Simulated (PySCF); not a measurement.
**Spinor energies of Sm³⁷⁺ (samarium, charge +37)**

Start: [Ar] 3d7; 3d3/2 filled at m_j = -3/2, -1/2, +1/2, +3/2; 3d5/2 filled at m_j = +1/2, +3/2, +5/2. Calculated with PySCF 2.14 in an even-tempered Gaussian basis (16 s from 7.3 bohr⁻², ratio 2.8; 12 p from 9.5 bohr⁻², ratio 2.8; 8 d from 9.5 bohr⁻², ratio 2.8; 3 f from 35 bohr⁻², ratio 3): generalised Hartree-Fock with the X2C-1e Hamiltonian and a Gaussian nucleus; one run each with spin-orbit coupling (SO) switched off, then screened by Boettger's factors.

```
spinor shell  electrons  ε, spin-free (eV)  ε, screened SO (eV)  weight of nominal j (screened SO)  rms radius, screened SO (bohr)
       1s1/2          2           -48817.0             -48807.7                              1.000                          0.0259
       2s1/2          2            -9508.6              -9505.0                              1.000                           0.105
       2p1/2          2            -8668.0              -9099.1                              1.000                          0.0896
       3s1/2          2            -3291.6              -3290.5                              1.000                           0.262
       3p1/2          2            -3020.3              -3124.3                              0.998                           0.253
       3p3/2          4            -3020.3              -2973.9                              0.999                           0.265
       3d3/2          4            -2696.7              -2712.1                              0.966                           0.233
       3d5/2          3            -2696.7              -2683.2                              0.968                           0.236
```

Q: Where does 2p3/2 lie, and what is the 2p spin-orbit splitting (screened SO)?

A: At -8479.0 eV, 620.06 eV above 2p1/2.

```
   quantity    spin-free  screened SO
E (hartree)  -9489.35146  -9496.23814
        M_J          9/2          9/2
       ⟨J²⟩       24.750       24.751
       ⟨L²⟩       12.000       15.059
       ⟨S²⟩        3.750        2.765
```

Each row is a mean over spinors that exchange with the open shell spreads, by up to 35.596 eV (3p3/2).

Breit and QED terms are absent; they matter most for the inner s and p1/2 levels.

Densities and radii are taken from the X2C orbitals without a picture-change correction, which distorts them close to the nucleus.

Without spin-orbit coupling the j labels of p, d and f shells carry no meaning; the spin-free column gives the mean over the occupied spinors of each nl shell.
